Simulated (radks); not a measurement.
Values are calculated unless marked as measured or tabulated.
Ionisation of neutral molybdenum, [Kr] 4d5 5s1, to Mo+, [Kr] 4d5, under several functionals. Scalar-relativistic Kohn-Sham, spin-polarised, spherical densities, point nucleus; open shells are filled with parallel spins first (spin-orbit coupling, left out, can overturn this in heavy ions); a radial shooting solver on a logarithmic mesh with Libxc functionals.

functional,E(Mo) (hartree),Exc (hartree),IE (eV),-e(HOMO) (eV),<r> HOMO (bohr),IE error (eV)
SOGGA,-4046.30022,-121.14772,7.415,4.514,1.970,+0.323
PBE,-4048.78913,-123.66720,7.458,4.571,1.967,+0.365
revPBE,-4048.99364,-123.87732,7.376,4.535,1.965,+0.284
XLYP,-4049.72690,-124.60431,7.297,4.275,1.974,+0.204
"LDA (Slater exchange, Perdew-Zunger correlation)",-4044.56230,-119.38290,7.719,4.653,1.977,+0.626
B86b exchange with PBE correlation,-4049.35140,-124.23662,7.477,4.585,1.967,+0.385
"LDA (Slater exchange, VWN5 correlation)",-4044.58690,-119.41007,7.716,4.673,1.975,+0.623
AM05,-4044.78230,-119.61380,7.505,4.561,1.972,+0.413

NIST Atomic Spectra Database: 7.092 eV (measured). Closest: XLYP. The Delta-SCF values span 0.42 eV, the total energies 5.16 hartree. The highest occupied level is 4d. Open shells are spherical and high-spin; term and fine-structure splittings are not resolved.
